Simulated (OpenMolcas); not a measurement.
Fe4+.

| Property | Result |
| --- | --- |
| Program | OpenMolcas 26.06 |
| Basis | ANO-RCC-VTZP [6s5p3d2f1g] |
| Scalar Hamiltonian | DKH2, point nucleus |
| Active space | 4 electrons in 5 orbitals (3d) |
| State averaging | 2S+1 = 5 even, 5 roots; 2S+1 = 3 even, 45 roots kept (CI in the orbitals of an earlier block); 2S+1 = 1 even, 50 roots kept (CI in the orbitals of an earlier block) |
| Spin-orbit coupling | RASSI with atomic mean-field integrals over the reference wave functions, term energies averaged over their components |

Two sets of levels on these reference wave functions, in cm⁻¹ above 3d⁴ ⁵D₀: one from CASSCF and one from MS-CASPT2, IPEA 0.25 Eh, imaginary shift 0.1 Eh (closed shells correlated: 3s 3p).

| Level | Set 1 | Set 2 |
| --- | --- | --- |
| 3d⁴ ⁵D₀ | 0.0 | 0.0 |
| 3d⁴ ⁵D₁ | 154 | 152 |
| 3d⁴ ⁵D₂ | 452 | 446 |
| 3d⁴ ⁵D₃ | 877 | 870 |
| 3d⁴ ⁵D₄ | 1411 | 1406 |
| 3d⁴ ³H₄ | 25770 | 27190 |
| 3d⁴ ³H₅ | 26120 | 27520 |
| 3d⁴ ³H₆ | 26490 | 27870 |
| 3d⁴ ³P₀(1) | 24900 | 29070 |
| 3d⁴ ³P₁(1) | 25840 | 29980 |
| 3d⁴ ³F₂(1) | 27730 | 31370 |
| 3d⁴ ³F₃(1) | 27820 | 31450 |
| 3d⁴ ³P₂(1) | 27430 | 31570 |
| 3d⁴ ³F₄(1) | 27990 | 31610 |
| 3d⁴ ³G₃ | 30930 | 34370 |
| 3d⁴ ³G₄ | 31320 | 34760 |

Problem. Which set is which?

Solution. Set 1 is MS-CASPT2. Its levels of the other terms of 3d⁴ lie at 0.86 to 0.95 of the other set's values, as expected, since terms of lower spin or lower L gain more correlation energy than the Hund ground term. Against 15 measured levels (Corliss and Sugar, J. Phys. Chem. Ref. Data 11, 135 (1982)) the mean absolute deviation is 720 cm-1 with it and 3000 cm-1 without; single levels miss by up to 1200 cm-1 with it.

Term energies are means over components that CASPT2 splits; among the terms shown or strongly mixed into the levels shown the widest spread is 350 cm-1 (3d⁴ ³H, MS-CASPT2). Terms from blocks run as CI alone lack orbitals of their own. Without dynamic correlation excited terms often stand tens of per cent too high (terms of higher spin than the ground term too low), and those without a measured partner can miss by more than the paired ones (holds for CASSCF). Computed and measured levels are paired by configuration, term and J; levels that our copy of the source lacks, or whose pairing is in doubt (as where it misses far off the trend of its configuration), stay unpaired and out of the deviations. Levels of configurations outside the active space are missing. The table leaves out levels that lie high or whose names do not pair safely across all columns.

A number in round brackets counts repeated terms of one configuration in the order of the reference energies.
